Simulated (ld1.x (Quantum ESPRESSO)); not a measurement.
**boron, TM: configuration errors across variants**

- Element: boron (B)
- Generator: ld1.x (Quantum ESPRESSO) 7.5
- Type: norm-conserving Troullier–Martins (Kleinman–Bylander form)
- Functional: PBEsol
- Relativity: non-relativistic
- Frozen core: [He]
- Valence charge: 3
- Reference configuration: 2s2 2p1
- Partial waves: 2p (bound): rc 1.95 bohr; 3d channel at 0.3 Ry: rc 1.90 bohr; 2s (bound): rc 1.30 bohr
- Local potential: the s channel
- Core correction: none

All-electron excitation energies from the reference (eV): (1) 2s2 2p0 8.142; (2) 2s1 2p0 33.396; (3) 2s2 2p0.5 2.856; (4) 2s1 2p1 14.259; (5) 2s1 2p2 5.813; (6) 2s2 2p1.3 -0.725; (7) 2s0 2p3 11.644.

The overlap operator is not positive definite (basis up to 400 Ry) in “type ultrasoft; waves now 2s (bound): rcut 1.15, rcutus 1.30 bohr; 2s channel at -0.05 Ry: rcut 1.15, rcutus 1.30 bohr; 2p (bound): rcut 1.70, rcutus 1.95 bohr; 2p channel at 4.4 Ry: rcut 1.70, rcutus 1.95 bohr; 3d channel at 0.3 Ry: rcut 1.65, rcutus 1.90 bohr; local potential all-electron potential smoothed inside 1.30 bohr (lloc = -1); augmentation PSQ, inside the norm-conserving radii”. Such files are unfit for use, however small their errors in these radial tests.

2 further variants failed, have other tests or another functional or relativity, and are left out.

Errors AE − PS in meV (a dash: test not solved or not reliable):

| change | (1) | (2) | (3) | (4) | (5) | (6) | (7) | bound ghosts |
| --- | --- | --- | --- | --- | --- | --- | --- | --- |
| base | +23 | +98 | +2.8 | -4.8 | +2.5 | +0.2 | +5.6 | none |
| local potential all-electron potential smoothed inside 1.00 bohr (lloc = -1) | +24 | +102 | +3.0 | -4.0 | +2.5 | +0.3 | +5.7 | none |
| wave 2p (bound): rc 1.95 bohr becomes 2p (bound): rc 2.56 bohr | +44 | +165 | +5.9 | -19 | -4.1 | +0.4 | -20 | none |
| wave 2s (bound): rc 1.30 bohr becomes 2s (bound): rc 1.48 bohr | +23 | +98 | +3.0 | -4.8 | +3.5 | +0.3 | +10 | none |
| wave 3d channel at 0.3 Ry: rc 1.90 bohr becomes 3d channel at 0.3 Ry: rc 1.70 bohr | +23 | +98 | +2.8 | -4.8 | +2.5 | +0.2 | +5.6 | none |
| type ultrasoft; waves now 2s (bound): rcut 1.15, rcutus 1.30 bohr; 2s channel at -0.05 Ry: rcut 1.15, rcutus 1.30 bohr; 2p (bound): rcut 1.70, rcutus 1.95 bohr; 2p channel at 4.4 Ry: rcut 1.70, rcutus 1.95 bohr; 3d channel at 0.3 Ry: rcut 1.65, rcutus 1.90 bohr; local potential all-electron potential smoothed inside 1.30 bohr (lloc = -1); augmentation PSQ, inside the norm-conserving radii | +13 | +52 | +1.4 | +2.5 | +4.3 | +0.2 | +13 | not determined (overlap not positive) |
| core correction a·sin(br)/r model core inside 1.06 bohr | +17 | +64 | +2.0 | -6.1 | +0.5 | +0.1 | +3.6 | none |

Give the same row for: all radii scaled by about 1.19 (s 1.54, p 2.32, d 2.26 bohr).

+35, +132, +4.6, -12, +0.7, +0.4, +0.7; bound ghosts: none.
